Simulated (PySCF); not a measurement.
A species of formula C5H9NOSi has this rotational fingerprint, computed with B3LYP/def2-SVPD in PySCF (dipole) on a GFN2-xTB geometry, gas phase:

```
Rotational constants : A = 2218, B = 1324, C = 1109 MHz
Dipole components    : |μa| = 0.83 D, |μb| = 4.13 D, |μc| = 0.67 D
Inertial defect      : -153.98 u·Å²
κ                    : -0.61
```

**Question.** Which structure is it? (One computed conformer of each.)
A. `[CH3:1][CH2:2][C@H:3]([C:4]#[N:5])[C:6](=[O:7])[SiH3:8]` with C1–C2–C3–C4 -62°, C2–C3–C6–O7 -125°
B. `[CH:1]#[C:2][Si@@:3]([CH3:4])([NH2:5])[O:6][CH:7]=[CH2:8]` with C2–Si3–N5–H 77° and -61°, C2–Si3–O6–C7 64°, Si3–O6–C7–C8 -179°
C. `[CH2:1]=[CH:2][CH2:3][Si@H:4]([OH:5])[CH2:6][C:7]#[N:8]` with C1–C2–C3–Si4 98°, C2–C3–Si4–O5 55°, C3–Si4–O5–H 57°, C3–Si4–C6–C7 -58°
D. `[CH3:1][n:2]1[cH:3][cH:4][c:5]([O:6][SiH3:7])[cH:8]1` with C4–C5–O6–Si7 0°
E. `[SiH3:1][CH2:2][CH2:3][c:4]1[cH:5][o:6][cH:7][n:8]1` with Si1–C2–C3–C4 -58°, C2–C3–C4–C5 -91°
F. `[CH3:1][O:2][C@@H:3]1[CH2:4][C@:5]1([SiH3:6])[C:7]#[N:8]` with C1–O2–C3–C4 152°

**Answer.** F. It is CO[C@@H]1C[C@]1([SiH3])C#N, an asymmetric top, point group C1. The candidates at the same level (rigid rotor, commonest isotopes):

```json
{"SMILES": "[SiH3]CCc1cocn1", "A (MHz)": "3388", "B (MHz)": "1130", "C (MHz)": "968.2", "μa (D)": "0.78", "μb (D)": "1.41", "μc (D)": "0.66", "Δ (u·Å²)": "-74.33", "point group": "C1", "rotor": "asymmetric top"}
{"SMILES": "Cn1ccc(O[SiH3])c1", "A (MHz)": "6557", "B (MHz)": "852.6", "C (MHz)": "764.6", "μa (D)": "2.26", "μb (D)": "0.22", "μc (D)": "0.01", "Δ (u·Å²)": "-8.87", "point group": "near Cs", "rotor": "near-prolate asymmetric top"}
{"SMILES": "C#C[Si@@](C)(N)OC=C", "A (MHz)": "2019", "B (MHz)": "1202", "C (MHz)": "996.7", "μa (D)": "1.55", "μb (D)": "0.31", "μc (D)": "0.21", "Δ (u·Å²)": "-163.88", "point group": "C1", "rotor": "asymmetric top"}
{"SMILES": "CO[C@@H]1C[C@]1([SiH3])C#N", "A (MHz)": "2218", "B (MHz)": "1324", "C (MHz)": "1109", "μa (D)": "0.83", "μb (D)": "4.13", "μc (D)": "0.67", "Δ (u·Å²)": "-153.98", "point group": "C1", "rotor": "asymmetric top"}
{"SMILES": "C=CC[Si@H](O)CC#N", "A (MHz)": "1799", "B (MHz)": "1482", "C (MHz)": "974.6", "μa (D)": "4.55", "μb (D)": "1.18", "μc (D)": "0.51", "Δ (u·Å²)": "-103.35", "point group": "C1", "rotor": "asymmetric top"}
{"SMILES": "CC[C@H](C#N)C(=O)[SiH3]", "A (MHz)": "2117", "B (MHz)": "1152", "C (MHz)": "1061", "μa (D)": "0.56", "μb (D)": "3.43", "μc (D)": "1.37", "Δ (u·Å²)": "-201.00", "point group": "C1", "rotor": "asymmetric top"}
```

`C#C[Si@@](C)(N)OC=C` has C 10 % too low; `[SiH3]CCc1cocn1` has A 53 % too high; `C=CC[Si@H](O)CC#N` has A 19 % too low; `Cn1ccc(O[SiH3])c1` has A 196 % too high; `CC[C@H](C#N)C(=O)[SiH3]` has B 13 % too low. No structure here is proved a minimum.
